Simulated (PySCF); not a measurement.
CH₅GaS, SMILES [S]([GaH2])C.

Geometry optimised at ωB97X-D3(BJ)/def2-SVP.

Method: ωB97X-D3(BJ)/def2-SVP run with PySCF.

Frequencies are harmonic and unscaled.

| mode | ν (cm⁻¹) | IR (km/mol) | Raman (Å⁴/amu) | depolarisation | moving atoms (share of kinetic energy) |
|---|---|---|---|---|---|
| 1 | 56 | 0.3 | 0.1 | 0.75 | H 95 % |
| 2 | 193 | 0.3 | 2.3 | 0.43 | C 43 %, H 27 %, S 16 %, Ga 14 % |
| 3 | 258 | 0.4 | 8.9 | 0.75 | H 93 % |
| 4 | 426 | 45.6 | 8.0 | 0.22 | S 57 %, Ga 28 %, H 12 % |
| 5 | 494 | 41.9 | 7.4 | 0.69 | H 80 %, S 12 % |
| 6 | 601 | 95.6 | 1.1 | 0.75 | H 95 % |
| 7 | 737 | 137.7 | 5.7 | 0.35 | H 66 %, C 21 %, S 11 % |
| 8 | 758 | 51.1 | 17.6 | 0.55 | H 42 %, C 36 %, S 21 % |
| 9 | 980 | 5.1 | 1.8 | 0.75 | H 84 %, C 15 % |
| 10 | 990 | 3.6 | 4.2 | 0.73 | H 82 %, C 16 % |
| 11 | 1361 | 10.6 | 2.7 | 0.73 | H 86 %, C 14 % |
| 12 | 1462 | 5.3 | 13.4 | 0.75 | H 96 % |
| 13 | 1474 | 7.8 | 19.7 | 0.71 | H 96 % |
| 14 | 2014 | 140.3 | 141.0 | 0.17 | H 99 % |
| 15 | 2039 | 181.7 | 160.2 | 0.25 | H 99 % |
| 16 | 3082 | 22.4 | 136.2 | 0.03 | H 97 % |
| 17 | 3194 | 3.5 | 98.9 | 0.75 | H 90 %, C 10 % |
| 18 | 3196 | 2.5 | 52.6 | 0.61 | H 90 %, C 10 % |
